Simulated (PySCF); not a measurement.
**[SmF3(H2O)]−: from a saddle point downhill**

PySCF 2.14.0, RKS PBE0, Sm lcecp-0-SVP with ECP52, F def2-SVP, O def2-SVP, H def2-SVP; non-relativistic Hamiltonian with scalar-relativistic core potentials where named; density fitting; no spin-orbit coupling. Relaxed within the symmetry of its start, the geometry (Cs) is

```xyz
7

Sm    0.1685   -0.0649    0.0649
F     1.2479    1.1686    1.5639
F    -2.0959   -0.3699    0.3699
F     1.2479   -1.5639   -1.1686
O    -1.8095    1.4015   -1.4015
H    -2.1103    1.4828   -0.4792
H    -2.1103    0.4792   -1.4828
```

and its lowest harmonic modes are -458, 53, 66, 101, 103, 137 cm⁻¹ (negative: unstable). It was moved along the lowest mode and relaxed again.

(1) Where does it end, and how much lower?

(2) How do the contacts change?

(3) Is the end a minimum?

An lcecp potential fixes the number of 4f electrons, so in runs with it no electron can move into or out of that shell.

State: singlet in the valence, with the 4f electrons in the core potential.

Answers

(1) In C1, 0.345 eV lower, after 22 steps:
```xyz
7

Sm    0.1359    0.1381    0.2062
F     1.5274    1.0591    1.6746
F    -2.1684   -0.1300    0.6372
F     0.9329   -1.3334   -1.2490
O    -1.8123    1.2442   -1.3456
H    -2.1886    0.6955   -0.5628
H    -1.8887    0.6526   -2.1012
```

(2) 
| contact | saddle (Å) | end (Å) |
| --- | --- | --- |
| Sm1–F2 (F) | 2.221 | 2.223 |
| Sm1–F3 (F) | 2.305 | 2.360 |
| Sm1–F4 (F) | 2.221 | 2.218 |
| Sm1–H6 (H2O) | 2.808 | 2.511 |
Short contacts between ligands at the end: H6···F3 1.46 Å.

(3) Yes; lowest modes 54, 57, 87, 100, 180, 268 cm⁻¹.
